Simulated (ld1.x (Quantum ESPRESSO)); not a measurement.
Debugging a pseudopotential input (ruthenium, ld1.x (Quantum ESPRESSO) 7.5)

Command:

```bash
ld1.x < Ru.in > Ru.out
```

Input:

```
&input
   title='Ru', zed=44., rel=2, dft='PZ', iswitch=3,
   config='[Kr] 4d7 5s1 5p0', rel_dist='average',
   nld=5, rlderiv=3.75, eminld=-2.0, emaxld=5.0, deld=0.02
 /
 &inputp
   pseudotype=2, tm=.true., lloc=0,
   nlcc=.true., new_core_ps=.true.,
   file_pseudopw='Ru.UPF', file_wfcaegen='ae.wfc', file_wfcncgen='nc.wfc', file_beta='beta', file_chi='chi'
 /
3
5P  2  2   0.00   0.00  3.45  3.45  0.0
4D  3  2   7.00   0.00  1.40  1.40  0.0
5S  1  0   1.00   0.00  2.10  2.10  0.0
 &test
   configts(1)='4d7 5s1 5p0'
 /
```

This is an input that runs to its end, with one change: angular momentum of 5P typed wrongly.

Q: How does the run end?

A: The program refuses the input: "read_psconfig: ps-label wrong?".

```
Program LD1 v.7.5

 %%%%%%%%%%%%%%%%%%%%%%%%%%%%%%%%%%%%%%%%%%%%%%%%%%%%%%%%%%%%%%%%%%%%%%%%%%%%%%
     Error in routine read_psconfig (1):
     ps-label wrong?
 %%%%%%%%%%%%%%%%%%%%%%%%%%%%%%%%%%%%%%%%%%%%%%%%%%%%%%%%%%%%%%%%%%%%%%%%%%%%%%

     stopping ...
```
